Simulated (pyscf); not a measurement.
Optimised with ωB97X-D3(BJ)/def2-SVP in PySCF. Correlated levels are frozen-core, on RHF or UHF. ΔMP2 is the change of the MP2 total energy from the triple- to the quadruple-zeta basis. Singlets are restricted, triplets unrestricted.

Singlet (Å):
```xyz
5

N      0.4581    -0.7307    -0.3917
Si    -0.1622     0.4254    -1.4900
Cl    -0.2947     2.0469    -0.1441
H      0.6635    -1.6833    -0.6805
H      0.6597    -0.5630     0.5912
```

Triplet (Å):
```xyz
5

N      0.5063    -0.7834    -0.2642
Si     0.4401     0.7055    -1.1242
Cl    -0.9276     2.1715    -0.5400
H      0.0703    -1.6298    -0.6173
H      1.2220    -0.9731     0.4307
```

Q: For these two minima of `[NH2][Si][Cl]`, which spin state lies lower at CCSD(T)/def2-TZVPP + ΔMP2(QZVPP), and by how much (electronic energies)?

A: The singlet, by 2.49 eV. Zero-point energy shifts E(triplet) − E(singlet) by -0.02 eV. Other isomers of H₂N–Si:–Cl [singlet] were not searched in full and may lie lower. 

E(triplet) − E(singlet) by level (eV):

```tsv
level	gap
ωB97X-D3(BJ)/def2-TZVP	+2.50
PBE/def2-TZVP	+2.27
r²SCAN/def2-TZVP	+2.07
B3LYP-D3(BJ)/def2-TZVP	+2.43
PBE0-D3(BJ)/def2-TZVP	+2.23
M06-2X/def2-TZVP	+2.37
ωB97M-D3(BJ)/def2-TZVP	+2.71
HF/def2-TZVP	+1.69
MP2/def2-QZVPP	+2.42
CCSD/def2-TZVPP	+2.41
CCSD(T)/def2-TZVPP	+2.45
CCSD(T)/def2-TZVPP + ΔMP2(QZVPP)	+2.49
```

The triplet is the lowest one reached from the SCF start used. The CCSD(T) − MP2 part came from Ansatz, without density fitting, on the same reference.
